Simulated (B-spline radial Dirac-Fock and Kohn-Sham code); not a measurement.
Model: configuration-average Dirac-Fock orbitals. Program: a radial finite-basis atomic code.

**Question.** This computed X-ray form factor belongs to an atom or ion in its tabulated ground configuration. Which?

| sin θ/λ (Å⁻¹) | f₀ |
| --- | --- |
| 0.07 | 4.998 |
| 0.09 | 4.996 |
| 0.25 | 4.971 |
| 0.39 | 4.929 |
| 0.59 | 4.841 |
| 0.89 | 4.649 |
| 2.08 | 3.492 |
| 2.56 | 3.006 |
| 3.16 | 2.487 |

**Answer.** Ru³⁹⁺, with 5 electrons in [He] 2s2 2p1. f₀ tends to the number of electrons as s goes to zero, which the first rows give only roughly, and the rate of fall reflects the nuclear charge, 44.

**Question.** This computed X-ray form factor belongs to an atom or ion in its tabulated ground configuration. Which?

| sin θ/λ (Å⁻¹) | f₀ |
| --- | --- |
| 0.06 | 19.883 |
| 0.12 | 19.539 |
| 0.18 | 18.986 |
| 0.22 | 18.516 |
| 0.49 | 14.163 |
| 1.68 | 5.217 |
| 2.06 | 4.220 |
| 2.52 | 3.147 |
| 3.78 | 1.601 |

**Answer.** Ga¹¹⁺, with 20 electrons in [Ar] 3d2. f₀ tends to the number of electrons as s goes to zero, which the first rows give only roughly, and the rate of fall reflects the nuclear charge, 31.

**Question.** This computed X-ray form factor belongs to an atom or ion in its tabulated ground configuration. Which?

| sin θ/λ (Å⁻¹) | f₀ |
| --- | --- |
| 0.16 | 28.740 |
| 0.25 | 28.371 |
| 0.31 | 28.043 |
| 1.15 | 19.445 |
| 1.43 | 16.296 |
| 1.78 | 12.887 |
| 2.76 | 7.171 |
| 3.43 | 5.606 |
| 6.62 | 2.569 |

**Answer.** Gd³⁵⁺, with 29 electrons in [Ar] 3d10 4s1. f₀ tends to the number of electrons as s goes to zero, which the first rows give only roughly, and the rate of fall reflects the nuclear charge, 64.
